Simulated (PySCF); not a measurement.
## Converging SnN⁺ in the basis (MP2)

PySCF, ROHF reference; triplet, unpaired electrons π ↑↑; De to Sn⁺ + N without counterpoise correction. Frozen cores follow the default of each basis and core potential.

```csv
basis,relativity,functions,Re (Å),ωe (cm⁻¹),De (eV),frozen orbitals
cc-pVDZ-PP/cc-pVDZ,scalar-relativistic core potentials,37,2.139,545,0.86,5
def2-SVP,scalar-relativistic core potentials,40,2.135,550,0.84,5
def2-TZVPPD,scalar-relativistic core potentials,93,2.096,574,1.29,5
```

(1) How does each smaller set differ from the one with most functions, def2-TZVPPD?

Correlated steps freeze 5 core orbitals. Correlated levels converge slowly with the basis: in double zeta they bind strong bonds too weakly, by up to about 1 eV, and carry superposition errors of some tenths. These are scalar-relativistic numbers at best; spin–orbit coupling would shift them, the dissociation energy most. For an ion De counts to the pair picked by the measured ionisation energies or electron affinities, which need not be the lowest pair at this level. The state is the lowest determinant that a PBE0 search found; another state may lie lower at other levels.

## Answers

(1) cc-pVDZ-PP/cc-pVDZ: +4.3 pm, -5.1 % in ωe, -0.43 eV in De; def2-SVP: +3.9 pm, -4.2 % in ωe, -0.45 eV in De. All at MP2; the set with most functions is neither the basis-set limit nor always the best.
